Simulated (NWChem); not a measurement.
Molecule: C$_{5}$H$_{5}$F; SMILES C(#CC)C(F)=C

```xyz
11

C     -1.1675     1.9302    -0.0316
C     -0.0839     1.1519     0.0276
F      1.1472     1.7192     0.1086
C     -0.0567    -0.2701     0.0157
C      0.0069    -1.4802     0.0079
C      0.0649    -2.9369    -0.0024
H     -2.1538     1.4883    -0.0963
H     -1.0737     3.0100    -0.0157
H     -0.3246    -3.3434    -0.9439
H     -0.5270    -3.3635     0.8166
H      1.0971    -3.2883     0.1122
```
Atoms are numbered in this order, from 1.

Results from NWChem. Pople sets run with spherical d functions. The geometry was optimised at B3LYP/6-31G* (spherical d). Absolute isotropic GIAO shieldings of the C sites, static isolated molecule.

| row | σ, B3LYP/6-31G* (ppm) | σ, LDA (Slater exchange, VWN5)/pcSseg-1 (ppm) |
|---|---|---|
| C2 | 48.2 | 19.0 |
| C1 | 94.0 | 73.9 |
| C5 | 107.1 | 80.1 |
| C4 | 123.6 | 97.5 |
| C6 | 185.2 | withheld |

Task: Fit a straight line of the last column on the one before it, predict the withheld value, and compare with the run.

Result: 
1. Means of the 4 shown rows: x = 93.22, y = 67.62. Slope Σ(x − x̄)(y − ȳ)/Σ(x − x̄)² = 3275/3143 = 1.042; intercept -29.52.
2. The shown rows scatter about the line by 3.16 (root mean square); the largest residual is +5.5, at C1.
3. At x = 185.2 (C6; beyond the shown range) the line gives 163.5.
4. The run gives 177.6, +14.1 from the line, 4.5 times the scatter.
